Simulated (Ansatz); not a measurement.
Input file for Ansatz (a program for electronic structure): R-wB97M-V/def2-TZVPP on FGaH2 (SMILES [F][GaH2]), atoms moved off the minimum.

Ansatz 0.2 input:
```yaml
crystal:
  periodic: [false, false, false]
  atoms:
    - {symbol: Ga, position_ang: [-0.15123294, -0.30424565, 0.10954635]}
    - {symbol: H, position_ang: [0.59299782, -1.07980335, 1.16145528]}
    - {symbol: H, position_ang: [-1.53468721, -0.58087018, -0.65849181]}
    - {symbol: F, position_ang: [0.60560467, 1.14715191, -0.32736694]}
basis:
  gaussian:
    orbitals: def2-TZVPP
hamiltonian:
  xc: {name: wB97M-V}
scf: {lower_state_search: off}
output: {forces: true}
```

Question: Give the final energy of this run.

Answer: -2025.8289 hartree.
